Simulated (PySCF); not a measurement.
C₄H₅, SMILES C(=C)[C]=C, multiplicity 2. Atoms are numbered in the order given.

```xyz
9

C     -0.1764     1.8907     0.0000
C      0.1541     0.6261     0.0000
C      0.5003    -0.6843     0.0000
C     -0.3869    -1.7663     0.0000
H     -0.3236     2.4520     0.9344
H     -0.3236     2.4520    -0.9344
H      1.5787    -0.9025     0.0000
H     -1.4679    -1.6085     0.0000
H     -0.0096    -2.7905     0.0000
```
Charge 0, spin multiplicity 2.

Geometry: r2SCAN-D4/def2-SVP. The isomer is the one that the SMILES or the coordinates give; other isomers of the formula were not compared. Other conformers were not sampled.

Calculation: PBE/pcH-1 run with PySCF.

Unrestricted Kohn–Sham, ⟨S²⟩ = 0.765. Hyperfine tensors hold the contact and dipolar terms, without spin-orbit corrections.

Estimate the hyperfine couplings. (Estimate from the structure and the level; the computed values follow.)


```
nucleus    A(iso) (MHz)  A(iso) (G)  dipolar principal values (MHz)
---------  ------------  ----------  ------------------------------
13C no. 1         -34.4       -12.3                  -9.1, 2.5, 6.5
13C no. 2          40.7        14.5              -49.1, -38.0, 87.1
13C no. 3         -42.1       -15.0                -19.7, 6.8, 12.9
13C no. 4          52.1        18.6             -53.8, -52.5, 106.3
1H no. 5          101.3        36.1                 -3.1, -2.1, 5.2
1H no. 6          101.3        36.1                 -3.1, -2.1, 5.2
1H no. 7           10.9         3.9                  -4.9, 0.6, 4.3
1H no. 8          -40.7       -14.5               -22.3, -1.7, 24.0
1H no. 9          -42.0       -15.0               -25.2, -0.5, 25.8
```

And the g tensor (effective nuclear charges for spin-orbit coupling, GIAO)? (Estimate from the structure and the level; the computed values follow.)

principal values 2.0022, 2.0022, 2.0029; isotropic 2.0024.
